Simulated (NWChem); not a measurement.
GeHOF, singlet; SMILES [OH][Ge][F]

```xyz
4

Ge     0.4208    -0.0012     0.0000
F     -0.6952    -1.3487     0.0000
O     -0.8400     1.2532     0.0000
H     -0.4906     2.1527     0.0000
```
Atoms are numbered in this order, from 1.

Low-valent species are run as closed-shell singlets; no triplet was tried in these runs. Geometry: optimised at PBE0/def2-SVP.

Symmetry labels are those of Cs in the frame above (b1 and b2, or b-type labels, depend on it).

### Question
List the 4 lowest vertical singlet excitations from B3LYP/def2-SVPD, TDA (NWChem).

### Answer
```json
[
 {"state": "S1", "energy (eV)": "5.07", "oscillator strength": "0.098", "symmetry": "a\"", "leading excitation (squared amplitude)": "HOMO → LUMO (0.95)"},
 {"state": "S2", "energy (eV)": "6.39", "oscillator strength": "0.009", "symmetry": "a'", "leading excitation (squared amplitude)": "HOMO−1 → LUMO (0.60)"},
 {"state": "S3", "energy (eV)": "7.12", "oscillator strength": "0.000", "symmetry": "a\"", "leading excitation (squared amplitude)": "HOMO−2 → LUMO (0.98)"},
 {"state": "S4", "energy (eV)": "7.26", "oscillator strength": "0.205", "symmetry": "a'", "leading excitation (squared amplitude)": "HOMO → LUMO+1 (0.49)"}
]
```
